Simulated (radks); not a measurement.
Results of a calculation; reference values are marked as such.
Q: These are the eigenvalues of the occupied orbitals of an atom or ion with whole-number occupations (eV). Level of theory: Dirac Kohn-Sham, Wu-Cohen GGA, spin-unpolarised, spherical densities, finite nucleus; Fermi nuclear charge, rms radius of each element as measured or else 0.836 A^(1/3) + 0.57 fm (a radial shooting solver on a logarithmic mesh with Libxc functionals).

1s1/2: -10224.31
2s1/2: -1261.271
2p1/2: -1116.971
2p3/2: -1089.312
3s1/2: -147.7295
3p1/2: -101.0852
3p3/2: -97.4513
3d3/2: -19.3551
3d5/2: -18.8931
4s1/2: -8.9392
4p1/2: -2.6020

Which element is it, and in what charge state? The configuration may be excited. Open shells, if any, fill j = l - 1/2 first.

A: Z = 31, gallium, charge 0: Ga in [Ar] 3d10 4s2 4p1. The list shows which subshells hold electrons but not how many an open one holds; the 1s level, -375.74 hartree, gives Z - s = 27.4 by -(Z - s)^2/2, which with screening and relativity narrows Z to a few neighbours, and the depths of the outer levels then fix element, charge and occupations together.
